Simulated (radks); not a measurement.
Results of a calculation; reference values are marked as such.
I23+, 30 electrons, occupied as [Ar] 3d10 4s2.

Level of theory: non-relativistic Kohn-Sham, r2SCAN, spin-polarised, spherical densities, point nucleus; meta-GGA in the generalised Kohn-Sham scheme; relativity is left out, which matters for an element this heavy (a radial shooting solver on a logarithmic mesh with Libxc functionals).

Energy parts (eV):
total: -181804.024
kinetic: 181761.489
electron-nucleus: -409254.846
Hartree: 49836.690
exchange-correlation: -4147.357

Orbitals (lengths in bohr, moments of r in powers of bohr):
orbital  occ.  eigenvalue (eV)     <r^2>      <r^4>
1s          2        -32414.29  0.001101  3.064e-06
2s          2        -5488.823   0.01783  0.0005386
2p          6        -5199.796   0.01339  0.0003504
3s          2        -1628.251    0.1184    0.02095
3p          6        -1506.343    0.1126    0.01978
3d         10        -1283.366   0.09306    0.01530
4s          2        -729.2747    0.5049     0.3521

The highest occupied level is 4s at -729.27 eV. The density falls to 0.001 e/bohr^3 at r = 1.44 bohr. Virial ratio -V/T = 2.00023. Summed over all electrons, <r^2> = 2.971 bohr^2, which gives a Langevin (diamagnetic) susceptibility term of -2.35 x 10^-6 cm^3/mol.
